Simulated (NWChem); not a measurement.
# Br anion

Program: NWChem. Pople sets run with spherical d functions. Sets without diffuse functions describe the anion's extra electron poorly. Static field.

Task: Among these, which level gives the lowest value of “isotropic polarisability (bohr³)”?
A) Hartree-Fock/aug-cc-pVTZ
B) Hartree-Fock/aug-cc-pVDZ
C) Hartree-Fock/def2-TZVPD
D) Hartree-Fock/def2-SVP

Result: D, Hartree-Fock/def2-SVP. Values: Hartree-Fock/def2-SVP 11.9; Hartree-Fock/aug-cc-pVDZ 29.4; Hartree-Fock/aug-cc-pVTZ 36.9; Hartree-Fock/def2-TZVPD 38.6
